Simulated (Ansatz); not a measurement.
A short molecular-dynamics run on C$_{2}$H$_{6}$SSn (`[CH2]1S[CH2][SnH2]1`).

```yaml
crystal:
  periodic: [false, false, false]
  atoms:
    - {symbol: C, position_ang: [-1.085005, 0.777274, -0.589324]}
    - {symbol: S, position_ang: [-1.313470, -1.027722, -0.516106]}
    - {symbol: C, position_ang: [0.282438, -1.422514, 0.266702]}
    - {symbol: Sn, position_ang: [0.861547, 0.656173, 0.336675]}
    - {symbol: H, position_ang: [-1.084518, 1.147233, -1.614517]}
    - {symbol: H, position_ang: [-1.839153, 1.307774, -0.008215]}
    - {symbol: H, position_ang: [0.153343, -1.897530, 1.239097]}
    - {symbol: H, position_ang: [0.904286, -2.052135, -0.369516]}
    - {symbol: H, position_ang: [1.008738, 1.352226, 1.890280]}
    - {symbol: H, position_ang: [2.194792, 1.108022, -0.631976]}
basis:
  gaussian: {orbitals: def2-SVP}
hamiltonian: {xc: {name: revPBE}}
md: {timestep: 0.5 fs, n_steps: 20, ensemble: nve, temperature: 700, initial_velocities: maxwell_boltzmann, seed: 298}
```

```sh
$ ansatz run in.yaml --threads 4 --pin off --events-out ev --progress --plain --max-ram 10444MiB
```

```tsv
step	time (fs)	potential energy (eV)	kinetic (eV)	T (K)	conserved (eV)
0	0.0	-18830.8030	0.7239	700	-18830.0791
1	0.5	-18830.7708	0.6921	669	-18830.0787
2	1.0	-18830.7344	0.6560	634	-18830.0784
3	1.5	-18830.6992	0.6210	601	-18830.0782
4	2.0	-18830.6684	0.5902	571	-18830.0782
5	2.5	-18830.6415	0.5631	545	-18830.0784
6	3.0	-18830.6148	0.5360	518	-18830.0787
7	3.5	-18830.5835	0.5046	488	-18830.0789
8	4.0	-18830.5447	0.4657	450	-18830.0790
9	4.5	-18830.4980	0.4192	405	-18830.0788
10	5.0	-18830.4462	0.3678	356	-18830.0784
11	5.5	-18830.3943	0.3162	306	-18830.0781
12	6.0	-18830.3479	0.2701	261	-18830.0778
13	6.5	-18830.3118	0.2342	227	-18830.0776
14	7.0	-18830.2894	0.2119	205	-18830.0775
15	7.5	-18830.2816	0.2041	197	-18830.0776
16	8.0	-18830.2874	0.2096	203	-18830.0778
17	8.5	-18830.3034	0.2253	218	-18830.0781
18	9.0	-18830.3250	0.2466	239	-18830.0784
19	9.5	-18830.3473	0.2686	260	-18830.0787
20	10.0	-18830.3656	0.2868	277	-18830.0789
```

Velocities are drawn at the set temperature; a run this short doesn't reach equilibrium.

Frames (Å, forces in eV/Å):

```xyz
10
time=0.0 fs
C    -1.085    0.777   -0.589    0.002    0.030   -0.002
S    -1.313   -1.028   -0.516   -0.780   -0.603   -0.303
C     0.282   -1.423    0.267    0.027   -0.008    0.013
Sn    0.862    0.656    0.337    0.517    0.401    0.203
H    -1.085    1.147   -1.615   -0.012    0.272   -0.597
H    -1.839    1.308   -0.008   -0.442    0.363    0.320
H     0.153   -1.898    1.239   -0.027   -0.305    0.580
H     0.904   -2.052   -0.370    0.401   -0.393   -0.338
H     1.009    1.352    1.890    0.031    0.147    0.330
H     2.195    1.108   -0.632    0.283    0.096   -0.206
10
time=0.5 fs
C    -1.081    0.775   -0.586    0.113   -0.009   -0.356
S    -1.309   -1.025   -0.514   -0.936   -0.660   -0.383
C     0.278   -1.424    0.267    0.037    0.240   -0.066
Sn    0.861    0.656    0.336    0.570    0.429    0.280
H    -1.091    1.145   -1.613    0.057    0.235   -0.549
H    -1.839    1.302   -0.026   -0.685    0.533    0.584
H     0.135   -1.890    1.234    0.020   -0.443    0.780
H     0.901   -2.041   -0.372    0.506   -0.547   -0.394
H     1.009    1.343    1.896    0.032    0.143    0.300
H     2.183    1.126   -0.639    0.287    0.080   -0.197
10
time=1.0 fs
C    -1.077    0.774   -0.582    0.164    0.004   -0.698
S    -1.304   -1.023   -0.513   -1.096   -0.714   -0.466
C     0.274   -1.425    0.267    0.082    0.411   -0.116
Sn    0.860    0.655    0.336    0.638    0.466    0.359
H    -1.097    1.143   -1.614    0.127    0.184   -0.458
H    -1.841    1.297   -0.043   -0.871    0.661    0.792
H     0.116   -1.883    1.231    0.074   -0.548    0.912
H     0.898   -2.031   -0.376    0.569   -0.660   -0.407
H     1.010    1.335    1.902    0.033    0.134    0.261
H     2.172    1.144   -0.647    0.280    0.061   -0.180
10
time=1.5 fs
C    -1.072    0.772   -0.579    0.122    0.086   -0.995
S    -1.300   -1.020   -0.511   -1.257   -0.765   -0.550
C     0.270   -1.427    0.267    0.165    0.489   -0.127
Sn    0.859    0.655    0.335    0.721    0.511    0.440
H    -1.103    1.142   -1.615    0.197    0.125   -0.335
H    -1.845    1.294   -0.057   -0.967    0.727    0.924
H     0.098   -1.877    1.229    0.140   -0.610    0.956
H     0.897   -2.022   -0.381    0.584   -0.723   -0.371
H     1.011    1.326    1.909    0.032    0.122    0.212
H     2.161    1.162   -0.655    0.263    0.038   -0.154
10
time=2.0 fs
C    -1.068    0.770   -0.576   -0.032    0.242   -1.227
S    -1.296   -1.018   -0.510   -1.418   -0.814   -0.636
C     0.265   -1.428    0.267    0.282    0.472   -0.094
Sn    0.858    0.654    0.334    0.816    0.564    0.520
H    -1.108    1.141   -1.617    0.265    0.062   -0.193
H    -1.851    1.292   -0.070   -0.951    0.719    0.971
H     0.080   -1.873    1.230    0.221   -0.628    0.906
H     0.897   -2.015   -0.386    0.547   -0.738   -0.284
H     1.012    1.319    1.916    0.032    0.109    0.157
H     2.151    1.181   -0.664    0.237    0.011   -0.120
10
time=2.5 fs
C    -1.064    0.768   -0.573   -0.298    0.465   -1.385
S    -1.291   -1.015   -0.508   -1.578   -0.861   -0.723
C     0.261   -1.429    0.267    0.429    0.371   -0.019
Sn    0.857    0.654    0.334    0.921    0.622    0.599
H    -1.113    1.140   -1.620    0.329    0.002   -0.046
H    -1.860    1.292   -0.080   -0.821    0.638    0.939
H     0.062   -1.870    1.234    0.318   -0.604    0.769
H     0.899   -2.010   -0.393    0.465   -0.709   -0.152
H     1.013    1.311    1.924    0.031    0.093    0.097
H     2.142    1.199   -0.673    0.206   -0.019   -0.080
10
time=3.0 fs
C    -1.060    0.766   -0.570   -0.655    0.736   -1.475
S    -1.287   -1.013   -0.507   -1.736   -0.905   -0.808
C     0.257   -1.430    0.267    0.595    0.205    0.089
Sn    0.856    0.653    0.333    1.035    0.684    0.677
H    -1.117    1.139   -1.623    0.387   -0.051    0.095
H    -1.870    1.294   -0.087   -0.595    0.499    0.847
H     0.046   -1.869    1.239    0.426   -0.547    0.566
H     0.901   -2.007   -0.399    0.346   -0.646    0.012
H     1.014    1.303    1.932    0.029    0.078    0.034
H     2.133    1.217   -0.682    0.169   -0.052   -0.035
10
time=3.5 fs
C    -1.055    0.765   -0.568   -1.068    1.028   -1.509
S    -1.283   -1.011   -0.505   -1.891   -0.947   -0.892
C     0.253   -1.431    0.266    0.771   -0.001    0.219
Sn    0.856    0.653    0.333    1.153    0.747    0.751
H    -1.120    1.138   -1.625    0.437   -0.095    0.218
H    -1.882    1.297   -0.093   -0.304    0.322    0.717
H     0.030   -1.869    1.245    0.541   -0.467    0.321
H     0.905   -2.005   -0.406    0.204   -0.562    0.193
H     1.015    1.296    1.940    0.027    0.062   -0.029
H     2.124    1.236   -0.691    0.130   -0.087    0.013
10
time=4.0 fs
C    -1.052    0.763   -0.565   -1.497    1.316   -1.503
S    -1.279   -1.009   -0.504   -2.040   -0.986   -0.973
C     0.250   -1.432    0.266    0.950   -0.222    0.358
Sn    0.855    0.652    0.332    1.271    0.810    0.821
H    -1.122    1.137   -1.627    0.478   -0.126    0.318
H    -1.895    1.301   -0.097    0.014    0.132    0.572
H     0.015   -1.870    1.253    0.654   -0.377    0.063
H     0.909   -2.005   -0.412    0.054   -0.468    0.374
H     1.016    1.289    1.947    0.026    0.047   -0.092
H     2.116    1.254   -0.700    0.090   -0.124    0.062
10
time=4.5 fs
C    -1.048    0.762   -0.564   -1.905    1.575   -1.466
S    -1.276   -1.007   -0.503   -2.182   -1.023   -1.051
C     0.246   -1.433    0.267    1.123   -0.438    0.496
Sn    0.854    0.652    0.332    1.386    0.870    0.885
H    -1.123    1.135   -1.629    0.510   -0.145    0.387
H    -1.908    1.305   -0.100    0.326   -0.051    0.431
H     0.003   -1.872    1.260    0.760   -0.286   -0.184
H     0.913   -2.005   -0.418   -0.092   -0.375    0.542
H     1.017    1.282    1.955    0.024    0.034   -0.152
H     2.108    1.271   -0.709    0.051   -0.161    0.112
10
time=5.0 fs
C    -1.045    0.761   -0.562   -2.266    1.790   -1.408
S    -1.272   -1.005   -0.502   -2.317   -1.057   -1.124
C     0.243   -1.434    0.267    1.286   -0.632    0.623
Sn    0.853    0.651    0.331    1.495    0.926    0.943
H    -1.123    1.133   -1.629    0.531   -0.148    0.424
H    -1.920    1.308   -0.101    0.607   -0.212    0.305
H    -0.008   -1.875    1.267    0.851   -0.202   -0.402
H     0.917   -2.007   -0.421   -0.223   -0.289    0.685
H     1.018    1.275    1.962    0.022    0.022   -0.208
H     2.100    1.289   -0.718    0.014   -0.198    0.160
10
time=5.5 fs
C    -1.042    0.761   -0.561   -2.561    1.952   -1.330
S    -1.269   -1.003   -0.501   -2.443   -1.088   -1.191
C     0.239   -1.435    0.267    1.434   -0.792    0.735
Sn    0.853    0.651    0.331    1.595    0.976    0.995
H    -1.121    1.131   -1.628    0.541   -0.138    0.424
H    -1.930    1.312   -0.102    0.841   -0.343    0.200
H    -0.017   -1.878    1.273    0.923   -0.129   -0.577
H     0.920   -2.009   -0.424   -0.331   -0.218    0.796
H     1.020    1.268    1.969    0.020    0.013   -0.258
H     2.092    1.305   -0.726   -0.019   -0.234    0.206
10
time=6.0 fs
C    -1.040    0.761   -0.560   -2.781    2.057   -1.235
S    -1.266   -1.001   -0.500   -2.558   -1.117   -1.252
C     0.237   -1.437    0.267    1.565   -0.912    0.827
Sn    0.852    0.651    0.330    1.682    1.019    1.039
H    -1.119    1.128   -1.626    0.542   -0.114    0.389
H    -1.938    1.314   -0.103    1.019   -0.438    0.119
H    -0.024   -1.882    1.278    0.973   -0.070   -0.703
H     0.923   -2.012   -0.424   -0.412   -0.163    0.870
H     1.021    1.261    1.976    0.018    0.006   -0.301
H     2.084    1.322   -0.734   -0.048   -0.269    0.248
10
time=6.5 fs
C    -1.038    0.761   -0.559   -2.922    2.104   -1.123
S    -1.263   -0.999   -0.499   -2.662   -1.143   -1.307
C     0.234   -1.438    0.268    1.676   -0.987    0.897
Sn    0.851    0.650    0.330    1.755    1.054    1.074
H    -1.114    1.126   -1.624    0.532   -0.076    0.317
H    -1.944    1.316   -0.103    1.138   -0.497    0.062
H    -0.029   -1.886    1.281    0.999   -0.027   -0.774
H     0.924   -2.015   -0.423   -0.463   -0.128    0.904
H     1.022    1.254    1.981    0.017    0.001   -0.337
H     2.076    1.337   -0.741   -0.071   -0.301    0.286
10
time=7.0 fs
C    -1.037    0.762   -0.559   -2.981    2.094   -0.995
S    -1.260   -0.998   -0.498   -2.754   -1.168   -1.354
C     0.232   -1.440    0.269    1.766   -1.015    0.943
Sn    0.851    0.650    0.330    1.814    1.080    1.102
H    -1.109    1.123   -1.620    0.515   -0.028    0.214
H    -1.947    1.316   -0.103    1.195   -0.520    0.030
H    -0.031   -1.890    1.282    1.001   -0.002   -0.789
H     0.925   -2.019   -0.419   -0.481   -0.112    0.898
H     1.024    1.247    1.986    0.016    0.000   -0.365
H     2.068    1.352   -0.748   -0.089   -0.330    0.318
10
time=7.5 fs
C    -1.037    0.763   -0.559   -2.961    2.031   -0.858
S    -1.257   -0.996   -0.497   -2.834   -1.191   -1.393
C     0.230   -1.442    0.270    1.833   -0.994    0.964
Sn    0.850    0.650    0.329    1.856    1.097    1.121
H    -1.102    1.119   -1.616    0.489    0.030    0.084
H    -1.948    1.315   -0.103    1.190   -0.508    0.020
H    -0.030   -1.894    1.281    0.977    0.006   -0.748
H     0.924   -2.022   -0.413   -0.466   -0.117    0.851
H     1.025    1.241    1.990    0.016    0.001   -0.384
H     2.060    1.366   -0.754   -0.100   -0.355    0.344
10
time=8.0 fs
C    -1.037    0.765   -0.559   -2.862    1.917   -0.719
S    -1.255   -0.995   -0.497   -2.899   -1.213   -1.424
C     0.229   -1.444    0.271    1.877   -0.926    0.960
Sn    0.850    0.649    0.329    1.882    1.104    1.131
H    -1.094    1.116   -1.612    0.458    0.094   -0.064
H    -1.945    1.313   -0.103    1.123   -0.459    0.035
H    -0.028   -1.897    1.278    0.929   -0.003   -0.652
H     0.922   -2.027   -0.405   -0.419   -0.143    0.764
H     1.027    1.234    1.992    0.016    0.005   -0.394
H     2.051    1.380   -0.759   -0.105   -0.377    0.363
10
time=8.5 fs
C    -1.037    0.767   -0.559   -2.686    1.757   -0.593
S    -1.253   -0.993   -0.496   -2.950   -1.233   -1.446
C     0.228   -1.446    0.272    1.897   -0.810    0.930
Sn    0.849    0.649    0.329    1.892    1.101    1.134
H    -1.086    1.114   -1.608    0.422    0.159   -0.218
H    -1.940    1.310   -0.103    0.994   -0.375    0.073
H    -0.023   -1.901    1.274    0.858   -0.028   -0.503
H     0.919   -2.031   -0.395   -0.341   -0.188    0.641
H     1.028    1.227    1.994    0.016    0.012   -0.396
H     2.042    1.392   -0.763   -0.104   -0.395    0.377
10
time=9.0 fs
C    -1.039    0.769   -0.559   -2.433    1.554   -0.494
S    -1.251   -0.992   -0.496   -2.985   -1.252   -1.459
C     0.227   -1.449    0.274    1.893   -0.650    0.874
Sn    0.849    0.649    0.328    1.887    1.088    1.130
H    -1.076    1.111   -1.605    0.383    0.222   -0.364
H    -1.933    1.306   -0.102    0.803   -0.256    0.136
H    -0.016   -1.905    1.269    0.767   -0.069   -0.306
H     0.916   -2.036   -0.384   -0.236   -0.250    0.487
H     1.030    1.220    1.995    0.017    0.021   -0.388
H     2.033    1.403   -0.766   -0.096   -0.408    0.383
10
time=9.5 fs
C    -1.040    0.772   -0.559   -2.110    1.316   -0.438
S    -1.249   -0.991   -0.496   -3.006   -1.270   -1.462
C     0.227   -1.452    0.276    1.868   -0.455    0.794
Sn    0.848    0.649    0.328    1.869    1.066    1.120
H    -1.065    1.109   -1.602    0.340    0.277   -0.484
H    -1.923    1.301   -0.102    0.552   -0.103    0.223
H    -0.007   -1.909    1.263    0.659   -0.122   -0.071
H     0.912   -2.041   -0.371   -0.109   -0.325    0.307
H     1.032    1.213    1.995    0.019    0.033   -0.371
H     2.024    1.414   -0.768   -0.082   -0.416    0.382
10
time=10.0 fs
C    -1.043    0.775   -0.559   -1.725    1.051   -0.439
S    -1.248   -0.990   -0.496   -3.011   -1.287   -1.455
C     0.227   -1.454    0.278    1.825   -0.234    0.695
Sn    0.848    0.648    0.328    1.837    1.034    1.104
H    -1.053    1.108   -1.601    0.293    0.321   -0.565
H    -1.912    1.296   -0.100    0.252    0.079    0.331
H     0.003   -1.913    1.256    0.539   -0.183    0.189
H     0.907   -2.047   -0.358    0.030   -0.407    0.111
H     1.033    1.207    1.995    0.021    0.046   -0.346
H     2.014    1.423   -0.770   -0.061   -0.420    0.375
```

It took 24 s on 4 threads of an AMD EPYC 7R13 on a shared host, with 0.46 GiB of host memory at the peak.
